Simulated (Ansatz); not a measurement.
`F[CH]1O[SiH2][GeH2]1` at its PBE0-D4/def2-TZVP geometry, where that method's forces vanish. Charge 0, multiplicity 1.

```xyz
10

F     0.1697   -1.6880    1.4323
C     0.4619   -0.3870    1.0891
O     1.3483   -0.3814    0.0081
Si    0.5015    0.0539   -1.3818
Ge   -1.1509    0.5216    0.2461
H     0.9394    0.0720    1.9584
H     1.2060    1.1531   -2.0889
H     0.3294   -1.0832   -2.3230
H    -1.3320    1.9824    0.6863
H    -2.4733   -0.2435    0.3734
```

Q: What forces (eV/Å) does PBE-D4/def2-TZVPP give on these atoms in the Gaussian-basis code of Ansatz? (Estimate.)

A: Computed: 
```
F1  -0.173 -0.662  0.211
C2  -0.065  0.333  0.135
O3   0.651 -0.090 -0.032
Si4 -0.246  0.116 -0.305
Ge5 -0.153  0.093 -0.074
H6   0.100  0.134  0.211
H7   0.089  0.120 -0.085
H8  -0.010 -0.133 -0.122
H9  -0.033  0.167  0.044
H10 -0.162 -0.079  0.018
```
